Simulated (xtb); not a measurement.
C2H4BF2N, SMILES C/N=C/B(F)F. All values are semi-empirical tight-binding results from xtb (GFN2-xTB unless named), good for trends rather than for accurate numbers. Geometry: GFN2-xTB. The structure was generated by enumeration; whether it is a known compound was not checked. Other conformers were not sampled.

Optimised geometry:

```xyz
10

C     -2.6118     0.2123     0.6482
N     -1.3688    -0.2352     0.1279
C     -0.3074     0.4244     0.3206
B      1.0755    -0.0425    -0.2397
F      2.1645     0.6759    -0.0453
F      1.2694    -1.1456    -0.9230
H     -3.0134    -0.5822     1.2786
H     -3.2989     0.3334    -0.1904
H     -2.5468     1.1490     1.2185
H     -0.3271     1.3654     0.8992
```

| Quantity | Value |
|---|---|
| point group as xtb finds it | Cs |
| orbital gap | 2.36 eV |
| dipole moment | 3.08 D |
| zero-point energy | 41.2 kcal/mol |
| G − E(el) at 298.15 K (modified RRHO) | 21.7 kcal/mol |
| static polarisability (D4 model) | 49.1 bohr³ |
| solvation energy, GFN2-xTB/ALPB(water) | -2.8 kcal/mol |
| solvation energy, GFN2-xTB/ALPB(methanol) | -3.9 kcal/mol |

Computed IR lines (harmonic; lines under 4 % of the strongest left out, lines within 3 cm⁻¹ merged):
ν (cm⁻¹): 208 (w), 525 (m), 536 (w), 887 (w), 1036 (m), 1142 (w), 1248 (vs), 1315 (vs), 1346 (m), 1456 (w), 1698 (m), 2791 (m), 2890 (m) (against the strongest line: vs over 80 %, s over 45 %, m over 15 %, w over 4 %, vw less)

Computed atomic charges and the Wiberg bond orders between heavy atoms:
charges (e) C1 -0.04, N2 -0.17, C3 -0.02, B4 0.52, F5 -0.25, F6 -0.23, H7 0.07, H8 0.07, H9 0.03, H10 0.02. Bond orders C1–N2 1.06, N2–C3 1.89, C3–B4 1.00, B4–F5 1.08, B4–F6 1.11.
